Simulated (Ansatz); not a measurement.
Stepwise reaction of `[OH][GeH]([OH])[F]` with hydrogen fluoride, as a gas-phase model of exchange steps in deposition or etching. ΔE in kJ/mol; ΔG adds harmonic PBE0-D4 terms to CCSD(T)/CBS, at 1 bar.

Calculated with Ansatz (gas phase, PBE0-D4/def2-TZVP geometries, no zero-point term in ΔE). CCSD(T)/CBS adds triple-zeta CCSD(T) − MP2 to the extrapolated MP2 energy (def2 sets, frozen cores). This one scheme is used for every species. DFT in def2-TZVPP. B3LYP here is the variant with VWN-RPA as its local correlation; programs differ in this. For Ge outer-core shells are correlated without core-valence functions, which leaves a few kJ/mol of doubt a bond. Scalar relativity is left out up to krypton. Each species was taken in one conformer, which may not be the lowest.

```tsv
step	reaction	PBE-D4	B3LYP-D4	ωB97M-V	CCSD(T)/CBS	ΔG(600 K)
2	`[OH][GeH]([F])[F]` + H–F → `[F][GeH]([F])[F]` + H₂O	-19.5	-20.5	-20.4	-16.5	-11.9
```

Q: Give the row of step 1, `[OH][GeH]([OH])[F]` + H–F → `[OH][GeH]([F])[F]` + H₂O. (Best estimate.)

A: Ansatz gave: 
```tsv
step	reaction	PBE-D4	B3LYP-D4	ωB97M-V	CCSD(T)/CBS	ΔG(600 K)
1	`[OH][GeH]([OH])[F]` + H–F → `[OH][GeH]([F])[F]` + H₂O	-27.8	-29.5	-29.1	-24.8	-25.6
```

Q: By hand: ΔE of the 2 steps together at CCSD(T)/CBS.

A: (-24.8) + (-16.5) = -41.3 kJ/mol, or -20.6 kJ/mol a step.

In ΔE each step is higher than the one before. All are downhill at CCSD(T)/CBS. ΔG lies between -25.6 and -11.9 kJ/mol a step. PBE-D4 differs from CCSD(T)/CBS by -3.0 to -3.0 kJ/mol a step. Isolated molecules leave out the surface, adducts and barriers. Largest T1 diagnostic: 0.012.
